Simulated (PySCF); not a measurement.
Correlation energy of Si⁺ (silicon, charge +1)

[Ne] 3s2 3p1, 2P determinant. Calculation: PySCF 2.14, in Sapporo-DZP-2012 (5s4p2d, 27 functions); the spin-free X2C one-electron Hamiltonian (Gaussian nucleus). Frozen: [Ne]; 3 electrons correlated.

MP2 pair energies summed by pair of shells (mhartree):

| pair | energy | share (%) |
| --- | --- | --- |
| 3s-3s | -19.39 | 57.2 |
| 3s-3p | -14.53 | 42.8 |

Total MP2 correlation energy: -33.91 mhartree.

Same-spin part -2.20 and opposite-spin part -31.71 mhartree; SCS-MP2 scales them by 1/3 and 6/5 to -38.79 mhartree.

```tsv
level	correlation energy (mhartree)
CCSD	-52.95
(T)	-0.65
CCSD(T)	-53.60
```

Diagnostics: T1 = 0.013, D1 = 0.0316, largest double amplitude 0.107.

Cost of the coupled-cluster step: 0.24 s of wall time on 1 thread of Neoverse-N1 (shared host), for 3 correlated electrons.
